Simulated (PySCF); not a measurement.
Unknown compound

An unknown has the formula C₂H₄N₂Si. Its calculated NMR data are:

1H NMR (500 MHz, computed): δ 8.09 (s, 1H), 5.14 (s, 3H).

13C{1H} NMR (computed): δ 150.1 (CH), 119.5 (C).

Computational details: PBE0/pcSseg-1 with gauge-including orbitals, geometry from GFN2-xTB, in PySCF (non-relativistic Hamiltonian, equivalent nuclei averaged, one computed conformer, gas phase).

Scale: 1H (σref 31.72) and 13C (σref 186.93) against TMS (reference shieldings calculated alike).

Q: Propose a structure and justify it.

A: 
1. The formula gives 3 degrees of unsaturation (no ring in the answer).
2. 2 carbon signals for 2 carbons: no two carbons are equivalent.
3. Carbon types of the structure: 1 × C, 1 × CH, leaving 3 H on heteroatoms.
4. δC 150.1: C=N carbon.
5. δC 119.5: nitrile carbon; this is the usual window of a C≡N carbon, which has no attached hydrogen.
6. δH 8.09: hydrogen on a C=N carbon.
7. δH 5.14: hydrogen on a silicon bonded to N.

The compound is `N(=C\C#N)/[SiH3]`.

The shifts were computed for this structure.

Shifts are as computed. Against solution values, carbons near 30 ppm lie about +3 ppm off and those near 130 ppm about +5 ppm. Of 1211 compounds with measured shifts, 218 miss one by over three times the rms of a fit or turn the order of signals round; such compounds aren't used in these exercises. No couplings were computed; multiplicities are counted from neighbouring protons, with m where these are inequivalent, close in shift, in a saturated or five-membered ring or joined by F or P, and br s for small geminal =CH2 splittings.
